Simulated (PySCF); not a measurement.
CH4ClFOSi2, SMILES F[Si@@H](Cl)C([SiH3])=O. The structure is a stationary point at PBE-D3(BJ)/def2-SVP. The structure was generated by enumeration; whether it is a known compound was not checked. The values are those of a single conformer.

**Question.** Give the equilibrium geometry at PBE-D3(BJ)/def2-SVP (PySCF confirms it by a frequency run) as a Z-matrix. (The exact figures need the calculation; the answer reports its results.)

**Answer.** One answer among several that fit: 
```
C
O 1 1.2247
Si 1 1.9448 2 119.23
F 3 1.6356 1 109.59 2 115.29
H 3 1.4946 4 108.83 1 125.38
Si 1 1.9660 2 120.20 3 -176.04
H 6 1.5006 1 107.82 2 -41.51
H 6 1.5025 7 111.05 1 121.67
H 6 1.5029 7 109.98 8 121.97
Cl 3 2.0739 5 111.01 4 -119.00
```
